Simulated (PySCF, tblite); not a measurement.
C5H3FO.
Cartesian coordinates in Å at the GFN2-xTB level; atoms count from 1:
```xyz
10
C5H3FO angstrom
O     -1.978   -1.674   -0.807
C     -1.933   -0.580   -0.301
C     -0.727    0.125    0.043
C     -0.131    1.205    0.551
C      0.737    0.155    0.080
C      1.919   -0.364   -0.141
F      3.050    0.307    0.188
H     -2.851   -0.012   -0.052
H     -0.197    2.169    0.997
H      2.120   -1.326   -0.582
```

The calculation used CAM-B3LYP/def2-SVPD in PySCF (dipole) on a GFN2-xTB geometry, gas phase.

Take the most abundant isotopes and a rigid rotor. The values belong to one conformer with, in the numbering `[O:1]=[CH:2][C:3]1=[CH:4][C:5]/1=[CH:6]\[F:7]`, O1–C2–C3–C4 180°.

(1) Give the principal moments of inertia and the rotational constants in cm⁻¹.

(2) What kind of rotor is it?

(3) Is it planar, by Δ = Ic − Ia − Ib?

(4) List the rotational levels J(Ka,Kc) to J = 4 (MHz).

(5) Which types of transition are allowed, and where do some lines up to J = 2 fall?

Answers

(1) Ia = 66.65, Ib = 373.66, Ic = 440.31 u·Å²; 505379 MHz·u·Å²/I gives 7583, 1353 and 1148 MHz, that is A = 0.25293, B = 0.04511, C = 0.03829 cm⁻¹.

(2) A near-prolate asymmetric top: κ = (2 × 1353 − 7583 − 1148)/(7583 − 1148) = -0.94.

(3) Planar: Δ = Ic − Ia − Ib = 0.00 u·Å². For a rigid frame Δ = −2 Σ m c², so it vanishes when all atoms lie in the ab plane; here none is more than 0.01 Å from it.

(4) Above 0(0,0):
J = 1: 1(0,1) 2500, 1(1,1) 8730, 1(1,0) 8935
J = 2: 2(0,2) 7496, 2(1,2) 13526, 2(1,1) 14140, 2(2,1) 32830, 2(2,0) 32835
J = 3: 3(0,3) 14977, 3(1,3) 20717, 3(1,2) 21945, 3(2,2) 40331, 3(2,1) 40356, 3(3,1) 71996, 3(3,0) 71996
J = 4: 4(0,4) 24929, 4(1,4) 30299, 4(1,3) 32346, 4(2,3) 50328, 4(2,2) 50403, 4(3,2) 82007, 4(3,1) 82008, 4(4,1) 126325, 4(4,0) 126325
The levels of one J sum to (2J + 1)J(J + 1)(A + B + C)/3.

(5) The dipole components are |μa| = 0.84 D, |μb| = 3.38 D, |μc| = 0.00 D; the mirror of this Cs structure is the ab plane, so μc vanishes by symmetry and there are no c-type lines. Intensities carry the squares of the components, which stand as 0.06 : 1.00 (a : b). Some lines, for components of 0.1 D or more:

| type | branch | J(Ka,Kc) | MHz | lower level (cm⁻¹) |
| --- | --- | --- | --- | --- |
| a | Q | 2(1,1) ← 2(1,2) | 614 | 0.451 |
| a | R | 1(0,1) ← 0(0,0) | 2500 | 0.000 |
| a | R | 2(1,2) ← 1(1,1) | 4796 | 0.291 |
| a | R | 2(0,2) ← 1(0,1) | 4996 | 0.083 |
| a | R | 2(1,1) ← 1(1,0) | 5205 | 0.298 |
| b | Q | 1(1,0) ← 1(0,1) | 6435 | 0.083 |
| b | Q | 2(1,1) ← 2(0,2) | 6644 | 0.250 |
| b | R | 1(1,1) ← 0(0,0) | 8730 | 0.000 |
| b | R | 2(1,2) ← 1(0,1) | 11026 | 0.083 |
| b | Q | 2(2,0) ← 2(1,1) | 18695 | 0.472 |
| b | Q | 2(2,1) ← 2(1,2) | 19304 | 0.451 |
| b | R | 2(2,1) ← 1(1,0) | 23895 | 0.298 |
| b | R | 2(2,0) ← 1(1,1) | 24105 | 0.291 |

Its GFN2-xTB frequencies are all real (lowest 74 cm⁻¹). No vibrational averaging or centrifugal distortion is included, and the geometry carries the error of its method.
